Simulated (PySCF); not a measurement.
Compound: C₂H₆O₂SSi.
Z-matrix (Å and degrees, PBE0-D3(BJ)/def2-SVP geometry), rows numbered from 1:
```
S 
Si  1  2.1213
O   2  1.6751  1  116.99
C   3  1.4145  2  109.60  1  -106.62
C   4  1.5330  3  106.99  2   -27.11
O   5  1.4161  4  107.04  3    34.53
H   1  1.3509  2   93.76  3    66.05
H   2  1.4811  1  105.71  3   123.72
H   4  1.1066  3  109.90  2    93.06
H   4  1.1010  3  109.56  2  -148.54
H   5  1.1058  4  110.56  3   -84.99
H   5  1.1011  4  111.93  3   154.56
```

Method: PBE0-D3(BJ)/def2-SVP geometry optimisation, gas phase in PySCF 2.14.0.

Masses are those of the commonest isotopes; rigid-rotor values at the optimised geometry. The values belong to one conformer with, in the numbering `[SH:1][SiH:2]1[O:3][CH2:4][CH2:5][O:6]1`, H–S1–Si2–O3 66°, S1–Si2–O3–C4 -107°, Si2–O3–C4–C5 -27°, O3–C4–C5–O6 35°, C4–C5–O6–Si2 -27°.

Task: What are A, B and C (GHz)?

Result: Ia = 99.36, Ib = 313.61, Ic = 349.71 u·Å²; 505379 MHz·u·Å²/I gives 5086, 1612 and 1445 MHz, that is A = 5.0863, B = 1.6115, C = 1.4451 GHz.

Task: What kind of rotor is it?

Result: A near-prolate asymmetric top; Ray's κ = -0.909.

Task: What does the inertial defect say?

Result: Not planar: Δ = Ic − Ia − Ib = -63.26 u·Å². For a rigid frame Δ = −2 Σ m c², so Σ m c² = 31.63 u·Å² lies off the ab plane: 11.28 from hydrogen and 20.35 from heavier atoms. The atom farthest from that plane is 2.08 Å away.

Task: Give the other two planar moments, Paa and Pbb, and the rms extents of the mass along the axes.

Result: Paa = Σ m a² = (Ib + Ic − Ia)/2 = 281.98 and Pbb = Σ m b² = (Ia + Ic − Ib)/2 = 67.73 u·Å². With the mass M = 121.99 u, the rms extents √(P/M) along a, b and c are 1.52, 0.75, 0.51 Å.

Task: Give the coordinates in the principal-axis frame, origin at the centre of mass.

Result: The sense of each axis is arbitrary; atoms in the order of the calculation.
```csv
atom,mass (u),a (Å),b (Å),c (Å)
S1,31.972,2.160,0.005,0.330
Si2,27.977,0.269,-0.002,-0.631
O3,15.995,-0.784,1.242,-0.246
C4,12.000,-1.823,0.748,0.577
C5,12.000,-1.985,-0.740,0.247
O6,15.995,-0.695,-1.242,-0.052
H7,1.008,1.637,-0.214,1.556
H8,1.008,0.557,-0.013,-2.083
H9,1.008,-1.556,0.885,1.642
H10,1.008,-2.747,1.314,0.384
H11,1.008,-2.650,-0.874,-0.626
H12,1.008,-2.414,-1.304,1.090
```

Task: Which types of transition are allowed, and where do some lines up to J = 5 fall?

Result: The dipole components are |μa| = 2.01 D, |μb| = 0.17 D, |μc| = 1.09 D. Intensities carry the squares of the components, which stand as 1.00 : 0.01 : 0.29 (a : b : c). Some lines, for components of 0.1 D or more:

```csv
type,branch,"J(Ka,Kc)",MHz,lower level (cm⁻¹)
b,Q,"2(1,1) ← 2(0,2)",3813,0.306
b,Q,"3(1,2) ← 3(0,3)",4082,0.611
b,R,"1(1,1) ← 0(0,0)",6531,0.000
c,Q,"4(2,3) ← 4(1,3)",9853,1.165
c,Q,"2(2,1) ← 2(1,1)",10424,0.433
b,Q,"2(2,0) ← 2(1,1)",10430,0.433
b,Q,"3(2,2) ← 3(1,3)",11177,0.714
a,R,"4(1,4) ← 3(1,3)",11883,0.714
a,R,"5(2,4) ← 4(2,3)",15270,1.494
a,R,"5(1,4) ← 4(1,3)",15672,1.165
b,R,"2(2,0) ← 1(1,1)",16876,0.218
c,Q,"5(3,3) ← 5(2,3)",17639,2.010
c,Q,"4(3,2) ← 4(2,2)",17722,1.497
b,Q,"4(3,1) ← 4(2,2)",17723,1.497
c,R,"3(2,1) ← 2(1,1)",19623,0.433
b,R,"4(2,3) ← 3(1,2)",22401,0.747
b,Q,"5(4,1) ← 5(3,2)",24886,2.599
b,Q,"4(4,0) ← 4(3,1)",24894,2.088
b,Q,"4(4,1) ← 4(3,2)",24895,2.088
b,R,"3(3,0) ← 2(2,1)",26963,0.781
b,R,"5(2,3) ← 4(1,4)",26988,1.110
b,R,"4(3,2) ← 3(2,1)",30002,1.087
c,R,"4(4,0) ← 3(3,0)",37133,1.680
b,R,"5(5,1) ← 4(4,0)",47306,2.919
```

PBE0-D3(BJ)/def2-SVP frequencies: not computed here. Constants of a rigid frame at the computed geometry: no zero-point averaging, no centrifugal distortion.

On Arm Neoverse V1, one thread, shared host with 32 logical CPUs at a one-minute load of 20, this took 64 s and 0.51 GiB of memory at its peak. This is the geometry optimisation.
